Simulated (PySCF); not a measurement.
C7H4ClFO.
SMILES with atom numbers: `[O:1]=[C:2]([Cl:3])[c:4]1[cH:5][cH:6][cH:7][c:8]([F:9])[cH:10]1` (hydrogens: H11 on C5; H12 on C6; H13 on C7; H14 on C10)

Level: PBE0/def2-SVPD in PySCF, non-relativistic, on one gas-phase PBE0-D3(BJ)/def2-SVP geometry that isn't relaxed in the solvent. The solvent is an IEF-PCM continuum (van der Waals radii × 1.2), and excitations are vertical TDDFT with non-equilibrium linear response and a frozen core. The model holds no explicit solvent molecules, cavitation or dispersion.

Gas-phase singlets (H = HOMO, L = LUMO):

```
state  E (eV)  λ (nm)      f  leading configurations
   S1   4.503     275  0.000               H-2→L 94%
   S2   4.540     273  0.042                 H→L 88%
   S3   5.218     238  0.238     H-1→L 84%, H→L+1 8%
   S4   5.650     219  0.000               H-3→L 97%
   S5   6.012     206  0.009               H-4→L 86%
```

Problem. Give the list for cyclohexane (ε = 2.017), n² = 2.04.

Solution. 
| state | E (eV) | λ (nm) | f | leading configurations | change by rank (eV) |
| --- | --- | --- | --- | --- | --- |
| S1 | 4.461 | 278 | 0.063 | H→L 91% | -0.042 |
| S2 | 4.569 | 271 | 0.000 | H-2→L 94% | +0.029 |
| S3 | 5.092 | 243 | 0.333 | H-1→L 88% | -0.126 |
| S4 | 5.710 | 217 | 0.000 | H-3→L 97% | +0.060 |
| S5 | 6.059 | 205 | 0.016 | H-4→L 83%, H→L+1 8% | +0.047 |

Problem. What are the lowest 5 singlets in chloroform (ε = 4.711)?

Solution. 
```
state  E (eV)  λ (nm)      f  leading configurations  change by rank (eV)
   S1   4.420     280  0.062                 H→L 92%               -0.083
   S2   4.622     268  0.000               H-2→L 94%               +0.082
   S3   5.050     246  0.343               H-1→L 90%               -0.168
   S4   5.757     215  0.000               H-3→L 97%               +0.107
   S5   6.106     203  0.021    H-4→L 77%, H→L+1 12%               +0.094
```

Problem. The ground-state energy changes by -0.142 eV from gas to chloroform. By how much does the total energy of gas-phase S2 change?

Solution. E(S2) = E(S0) + excitation energy, so it changes by -0.142 − 0.120 = -0.262 eV: it is lowered more than the ground state, which is what a red shift means. This is the vertical state, with the slow part of the continuum still set for S0.

Problem. How do the frontier levels move from gas to chloroform?

Solution. 
```csv
orbital,gas (eV),solvent (eV),change (eV)
LUMO+2,0.28,0.31,+0.03
LUMO+1,-0.98,-0.76,+0.22
LUMO,-2.50,-2.41,+0.09
HOMO,-7.92,-7.74,+0.18
HOMO-1,-8.41,-8.22,+0.19
HOMO-2,-8.78,-8.83,-0.05
HOMO-3,-9.53,-9.57,-0.04
```

The HOMO–LUMO gap goes from 5.42 to 5.33 eV.

Conformer computed: `[O:1]=[C:2]([Cl:3])[c:4]1[cH:5][cH:6][cH:7][c:8]([F:9])[cH:10]1`: O1–C2–C4–C5 0°.
